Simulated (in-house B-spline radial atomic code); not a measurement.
## Two electrons outside the [Kr] 4d10 core: In II (In+)

Computed with an all-electron radial atomic-structure program (B-spline basis): configuration interaction (CI) of the two valence electrons in the field of the frozen Dirac-Fock core, alone and with many-body perturbation theory for the core (screened one- and two-electron correlation potentials), Breit and QED terms; no-pair Dirac Hamiltonian, finite nucleus. Labels give the configuration (outer n counted up each series) and the leading LS term, or the jj pair where no LS term holds 70 %.

An outer d¹⁰ or f¹⁴ shell is a soft core near neutrality, so levels are a few per cent off.

Command:
```bash
python run_mb.py task.json out
```
Settings (nuclear radius in fm, box in bohr, cutoff in hartree):
```
basis_form          3
Z                   49
core_configuration  [Kr] 4d10
rms_radius          4.6156
mass_number         115
speed_of_light      137.036
box_radius          30.0
lmax                6
intervals           66
virtual_cutoff      4802.0
```

Cost of the run: 2.5 min on 1 thread of Arm Neoverse V1, with other jobs on the host.

Excitation energies (cm⁻¹):

```tsv
level	purity of the LS term	CI alone	CI + MBPT + Breit + QED	Landé g of the LS mixture	measured (NIST)
5s2 1S0	1.0	0	0	-	0
5s5p 3P°0	1.0	36712	41703	-	42276
5s5p 3P°1	0.994	37702	42786	1.50	43351
5s5p 3P°2	1.0	39884	45274	1.50	45830
5s5p 1P°1	0.994	?	?	?	?
5s6s 3S1	1.0	85701	93630	2.00	93923
5s6s 1S0	1.0	89134	96713	-	97030
5s5d 1D2	0.983	87408	96905	1.01	102174
5p2 3P0	0.976	94501	100924	-	101608
5s5d 3D1	0.994	93312	101599	0.50	102088
5s5d 3D2	0.999	93387	101684	1.17	113884
5s5d 3D3	1.0	?	?	?	?
```

Where does 5s5d 3D3 lie?

93505 cm⁻¹ in CI alone and 101816 cm⁻¹ with all corrections; g = 1.33; measured 102308 cm⁻¹.

Where does 5s5p 1P°1 lie?

60389 cm⁻¹ in CI alone and 62698 cm⁻¹ with all corrections; g = 1.00; measured 63038 cm⁻¹.

What is the first ionisation energy?

18.786 eV to the 5s1/2 state of the next ion (17.673 eV from CI alone). NIST lists 18.87041 ± 3e-05 eV (measured).

Some electric-dipole lines (reduced elements in atomic units, length form; vacuum wavelengths from the computed energies):

```json
{"upper": "5s5p 3P°1", "lower": "5s2 1S0", "D bare (size)": "0.237", "D with core polarisation (size)": "0.203", "λ (nm)": "233.72", "A (s⁻¹)": "2.2e+06"}
{"upper": "5s6s 3S1", "lower": "5s5p 3P°0", "D bare (size)": "0.995", "D with core polarisation (size)": "1.01", "λ (nm)": "192.58", "A (s⁻¹)": "9.7e+07"}
{"upper": "5s6s 3S1", "lower": "5s5p 3P°1", "D bare (size)": "1.73", "D with core polarisation (size)": "1.76", "λ (nm)": "196.68", "A (s⁻¹)": "2.7e+08"}
{"upper": "5s6s 1S0", "lower": "5s5p 3P°1", "D bare (size)": "0.123", "D with core polarisation (size)": "0.12", "λ (nm)": "185.43", "A (s⁻¹)": "4.6e+06"}
{"upper": "5s5d 1D2", "lower": "5s5p 3P°1", "D bare (size)": "0.304", "D with core polarisation (size)": "0.254", "λ (nm)": "184.78", "A (s⁻¹)": "4.2e+06"}
{"upper": "5p2 3P0", "lower": "5s5p 3P°1", "D bare (size)": "2.03", "D with core polarisation (size)": "1.75", "λ (nm)": "172", "A (s⁻¹)": "1.2e+09"}
{"upper": "5s5d 3D1", "lower": "5s5p 3P°0", "D bare (size)": "2.4", "D with core polarisation (size)": "2.25", "λ (nm)": "166.96", "A (s⁻¹)": "7.3e+08"}
{"upper": "5s5d 3D1", "lower": "5s5p 3P°1", "D bare (size)": "1.84", "D with core polarisation (size)": "1.75", "λ (nm)": "170.03", "A (s⁻¹)": "4.2e+08"}
{"upper": "5s5d 3D2", "lower": "5s5p 3P°1", "D bare (size)": "3.5", "D with core polarisation (size)": "3.29", "λ (nm)": "169.78", "A (s⁻¹)": "8.9e+08"}
```

Weak lines are less accurate than strong ones.
